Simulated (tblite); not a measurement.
C8H5ClN2S.
Numbering: `[Cl:1][c:2]1[cH:3][n:4][c:5](-[c:6]2[cH:7][cH:8][cH:9][s:10]2)[cH:11][n:12]1` (hydrogens: H13 on C3; H14 on C7; H15 on C8; H16 on C9; H17 on C11)

Geometry (GFN2-xTB, Å), atoms numbered from 1 in this order:
```
atom  x, y, z in Å
Cl1   -4.552    1.901    0.244
C2    -2.953    1.286    0.138
C3    -2.645   -0.004    0.568
N4    -1.418   -0.467    0.482
C5    -0.470    0.332   -0.028
C6     0.864   -0.202   -0.110
C7     1.279   -1.451    0.279
C8     2.652   -1.662    0.069
C9     3.271   -0.579   -0.476
S10    2.190    0.724   -0.746
C11   -0.803    1.626   -0.452
N12   -2.034    2.089   -0.367
H13   -3.392   -0.665    0.984
H14    0.604   -2.173    0.699
H15    3.161   -2.577    0.311
H16    4.304   -0.466   -0.738
H17   -0.065    2.299   -0.867
```

Computed values, GFN2-xTB/tblite, gas phase, harmonic and unscaled. The method is semi-empirical: single wavenumbers can be off by several per cent or more. One conformer, not necessarily the lowest.

Harmonic wavenumbers (cm⁻¹): 47.4, 49.3, 99.7, 148.8, 245.1, 272.9, 317.0, 369.1, 389.4, 421.7, 473.9, 500.0, 557.4, 610.3, 634.8, 727.3, 735.4, 745.6, 762.7, 825.1, 848.1, 853.2, 856.5, 889.6, 972.3, 1031.1, 1074.3, 1083.6, 1119.5, 1173.9, 1216.8, 1231.8, 1270.5, 1318.7, 1370.8, 1402.6, 1435.8, 1501.8, 1541.8, 1552.5, 3062.4, 3074.9, 3133.4, 3151.9, 3163.4.

A = 2863, B = 331.8, C = 297.4 MHz; mass 195.986 u (most abundant isotopes); point group Cs, symmetry number 1.

Problem. What is the zero-point energy?

Solution. ½Σν̃ = 24132 cm⁻¹ = 69.00 kcal/mol.

Problem. What is S at 298.15 K and 1 bar for an ideal gas of classical rigid rotors and harmonic oscillators?

Solution. Translation 41.75, rotation 31.41, vibration 28.82: S = 102.0 cal/(mol K).

Problem. And Cp and H(298.15 K) − H(0)?

Solution. Cp = 39.86 cal/(mol K), of which vibrations give 31.91 (their classical limit is 45 R = 89.4); H(298.15 K) − H(0) = 6.93 kcal/mol without the zero-point energy, 4.56 from vibrations.

Problem. Which modes carry the vibrational entropy at 298.15 K?

Solution. 47.4 cm⁻¹: 4.92; 49.3 cm⁻¹: 4.85; 99.7 cm⁻¹: 3.46; 148.8 cm⁻¹: 2.69; 245.1 cm⁻¹: 1.77; 272.9 cm⁻¹: 1.58 cal/(mol K); the other 39 give 9.56 together.

Problem. What must be added to the electronic energy to get the Gibbs energy at 298.15 K and 1 bar?

Solution. ZPE + [H(298.15 K) − H(0)] − T·S = 69.00 + 6.93 − 30.40 = 45.53 kcal/mol.

Hindered rotation and anharmonicity are outside this model. Other conformers, if any are populated, would add a mixing term that is left out.
